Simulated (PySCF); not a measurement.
# Electron correlation in Ge³⁺ (germanium, charge +3)

Starting occupation: [Ar] 3d10 4s1, 4s1/2 with m_j = +1/2. Computed with PySCF 2.14 in x2c-SVPall-2c (5s6p3d, 38 functions), with X2C-1e with screened-nucleus spin-orbit coupling, Gaussian nucleus. Frozen: [Ne]; 19 electrons correlated.

MP2 pair energies summed by pair of shells (mhartree):

```tsv
pair	energy	share (%)
3d3/2-3d5/2	-63.41	25.5
3d5/2-3d5/2	-41.83	16.8
3d5/2-3p3/2	-34.27	13.8
3d3/2-3p3/2	-24.42	9.8
3d5/2-3p1/2	-18.29	7.4
3d3/2-3d3/2	-16.87	6.8
3p1/2-3p3/2	-10.46	4.2
3d3/2-3p1/2	-10.34	4.2
3p3/2-3p3/2	-9.39	3.8
3d5/2-3s1/2	-4.68	1.9
3d3/2-3s1/2	-3.17	1.3
3p3/2-3s1/2	-2.63	1.1
3d5/2-4s1/2	-2.28	0.9
3p1/2-3p1/2	-1.99	0.8
3p1/2-3s1/2	-1.32	0.5
3d3/2-4s1/2	-1.31	0.5
3s1/2-3s1/2	-0.77	0.3
3p3/2-4s1/2	-0.52	0.2
3p1/2-4s1/2	-0.24	0.1
3s1/2-4s1/2	-0.17	0.1
```

Total MP2 correlation energy: -248.36 mhartree.

This basis was not built for core-valence correlation, so the inner-shell part is incomplete.
